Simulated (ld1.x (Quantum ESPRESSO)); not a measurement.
## An all-electron radial function and its pseudo partner (sulfur (S))

Columns: radius, all-electron u(r) and pseudo u(r) of the 3s shell (level -17.28 eV) of sulfur in the configuration [Ne] 3s2 3p4; LDA (PZ), scalar-relativistic, PAW scheme, ld1.x (Quantum ESPRESSO) 7.5.

```tsv
r (bohr)	all-electron	pseudo
0.070	0.1972	0.0271
0.140	-0.0419	0.0556
0.210	-0.2727	0.0867
0.280	-0.3935	0.1217
0.350	-0.4067	0.1612
0.420	-0.3413	0.2057
0.490	-0.2271	0.2553
0.560	-0.0879	0.3096
0.630	0.0591	0.3678
0.700	0.2026	0.4289
0.770	0.3352	0.4913
0.840	0.4530	0.5534
0.910	0.5542	0.6134
0.980	0.6382	0.6693
1.050	0.7057	0.7195
1.120	0.7578	0.7624
1.190	0.7957	0.7966
1.260	0.8210	0.8210
1.330	0.8353	0.8353
1.400	0.8402	0.8402
1.470	0.8371	0.8371
1.540	0.8273	0.8273
1.610	0.8120	0.8120
1.680	0.7924	0.7924
1.750	0.7694	0.7694
1.820	0.7437	0.7437
```

How many radial nodes do the two functions have?

The all-electron 3s function has n − l − 1 = 2; the pseudo-wave has 0, since the states of the same l below it are removed with the core.

At about which radius was the pseudo-wave matched?

1.30 bohr, where the columns begin to agree (steps of 0.07 bohr).

Where does each function peak?

Outermost all-electron maximum near 1.40 bohr, pseudo maximum near 1.40 bohr (to the table’s step).

Is the pseudo-wave norm-conserving?

No, it belongs to a PAW set: the norm inside the radius is not constrained, and the difference is carried by the augmentation charge.
